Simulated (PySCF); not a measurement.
C2H7NOSi2. Atoms are numbered in the order given.

```xyz
13

C     -2.9951    -0.5364     0.6556
Si    -1.3190     0.3460     0.6850
Si     0.0497    -0.5099    -1.0328
O      1.6220     0.2684    -0.9901
C      2.3313     0.3767     0.0806
N      3.0010     0.4973     1.0428
H     -2.8735    -1.6262     0.8158
H     -3.5147    -0.3791    -0.3105
H     -3.6438    -0.1408     1.4630
H     -0.6019     0.1295     1.9890
H     -1.4714     1.8246     0.4493
H     -0.4176    -0.1939    -2.4211
H      0.2932    -1.9900    -0.9122
```

Geometry: PBE-D3(BJ)/def2-SVP. This is a generated structure with no PubChem entry under its InChIKey; it may be hypothetical. The values are those of a single conformer.

Calculation: PBE-D3(BJ)/def2-SVP (PySCF).

Frequencies are harmonic and unscaled.

Computed normal modes with their intensities:
```
mode  ν (cm⁻¹)  IR (km/mol)   moving atoms (share of kinetic energy)
----  --------  -----------  ---------------------------------------
1           20          0.3          H 31 %, Si 28 %, C 23 %, N 14 %
2           38          1.9  N 38 %, Si 22 %, C 19 %, H 11 %, O 10 %
3           89          0.5  O 32 %, Si 23 %, H 17 %, C 17 %, N 10 %
4          119          4.4  Si 24 %, N 23 %, C 22 %, H 18 %, O 13 %
5          154          0.1                                   H 95 %
6          211          1.2          O 34 %, Si 30 %, C 21 %, H 10 %
7          339         12.7                                   H 96 %
8          419          1.8                          Si 85 %, H 13 %
9          479          0.3                          H 79 %, Si 13 %
10         490          4.2                   C 70 %, N 16 %, O 11 %
11         504          7.5           C 64 %, Si 12 %, N 12 %, H 9 %
12         622         13.2                          H 77 %, Si 16 %
13         638         89.9                            H 80 %, C 9 %
14         651         26.2                  O 35 %, H 29 %, Si 22 %
15         682         63.3                  C 44 %, Si 34 %, H 22 %
16         708         17.2                           H 85 %, O 11 %
17         797        292.8                          H 82 %, Si 10 %
18         853         45.7                          H 80 %, Si 12 %
19         855         28.5                           H 78 %, C 17 %
20         895         48.8                                   H 96 %
21         904         72.6                                   H 93 %
22        1171        170.6                           O 63 %, N 31 %
23        1217          6.9                           H 81 %, C 19 %
24        1384          2.6                                   H 96 %
25        1386          7.8                                   H 96 %
26        2159         17.1                                   H 97 %
27        2160        113.1                                   H 98 %
28        2173         48.9                                   H 96 %
29        2200         93.8                                   H 96 %
30        2309        236.5                           C 66 %, N 31 %
31        2981          1.7                                   H 97 %
32        3083          0.3                            H 91 %, C 9 %
33        3086          0.8                            H 91 %, C 9 %
```
